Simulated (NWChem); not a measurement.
System: BH2, doublet; SMILES [BH2]

The following NWChem deck was run.

```
start job
memory heap 200 mb stack 900 mb global 1100 mb
geometry units angstroms noautoz
  B      0.000000     0.000000     0.157040
  H      1.071653     0.000000    -0.367105
  H     -1.071653     0.000000    -0.367105
end
basis spherical
  * library def2-svp
end
dft
  odft
  mult 2
  xc xperdew91 perdew91
  iterations 150
  mulliken
end
task dft energy
```

In the optimisation the excess spin sits in a1 (C2v, its own frame). All runs use the structure optimised with B3LYP/6-31G* (spherical d), spin-unrestricted. No stability test was run on the SCF state.

### Question
Predict the main results of this run. (PW91/def2-SVP, spin-unrestricted.) Quantities: energy (Ha); highest occupied level (eV); lowest empty minus highest occupied level, either spin (eV); dipole (D); <S²>.

### Answer
| Item | Value |
|---|---|
| energy (Ha) | -25.88 |
| highest occupied level (eV) | -4.96 |
| lowest empty minus highest occupied level, either spin (eV) | 1.50 |
| dipole (D) | 0.52 |
| <S²> | 0.751 |
